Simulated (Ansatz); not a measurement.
Relaxation of ClF₃H₃NSi (9 atoms, charge 0, multiplicity 1), to a largest force component of 0.03 eV/Å in at most 50 steps.

The calculation used Ansatz 0.2.0, RKS B3LYP/def2-SVP.

```xyz
9
Properties=species:S:1:pos:R:3
Si -0.532 -0.065 -0.327
Cl 0.028 0.951 2.805
F 0.766 -0.804 0.247
F -0.192 1.483 -0.542
F -0.804 -0.733 -1.762
N -1.960 -0.306 0.691
H -2.671 -0.926 0.310
H -2.386 0.540 1.065
H -0.701 -0.140 2.558
```

Problem. Where does it end, and by what steps?

Solution. The forces met the threshold. The force dipped under the threshold on the way, but the program's further checks kept it going. After 26 steps the energy has fallen by 0.209 eV; Cl2 moved furthest, 0.94 Å.

```
step  energy less start (eV)  largest force component (eV/Å)  accepted
   0                  0.0000                           1.242       yes
   1                 -0.0754                           0.755       yes
   2                 -0.1063                           0.674       yes
   3                 -0.0885                           1.134        no
   4                 -0.1380                           0.343       yes
   5                 -0.1552                           0.246       yes
   6                 -0.1757                           0.126       yes
   7                 -0.1878                           0.143       yes
   8                 -0.1941                           0.338       yes
   9                 -0.1976                           0.300       yes
  10                 -0.2002                           0.241       yes
  11                 -0.2042                           0.118       yes
  12                 -0.2059                           0.176       yes
  13                 -0.2070                           0.023       yes
  14                 -0.2073                           0.097       yes
  15                 -0.2075                           0.039       yes
  16                 -0.2078                           0.049       yes
  17                 -0.2080                           0.032       yes
  18                 -0.2080                           0.091        no
  19                 -0.2083                           0.030       yes
  20                 -0.2085                           0.062       yes
  21                 -0.2087                           0.043       yes
  22                 -0.2088                           0.044       yes
  23                 -0.2090                           0.040       yes
  24                 -0.2091                           0.042       yes
  25                 -0.2091                           0.034       yes
  26                 -0.2092                           0.018       yes
```

```xyz
9
Properties=species:S:1:pos:R:3
Si -0.547 -0.080 -0.546
Cl -0.361 0.674 3.610
F 0.701 -1.010 -0.183
F -0.093 1.445 -0.691
F -1.066 -0.554 -1.989
N -1.706 -0.186 0.707
H -2.043 -1.108 0.980
H -2.473 0.485 0.708
H -0.864 0.335 2.450
```

The run took 76 s on 2 threads of Arm Neoverse V1, with other jobs on the host, peak memory 0.24 GiB.
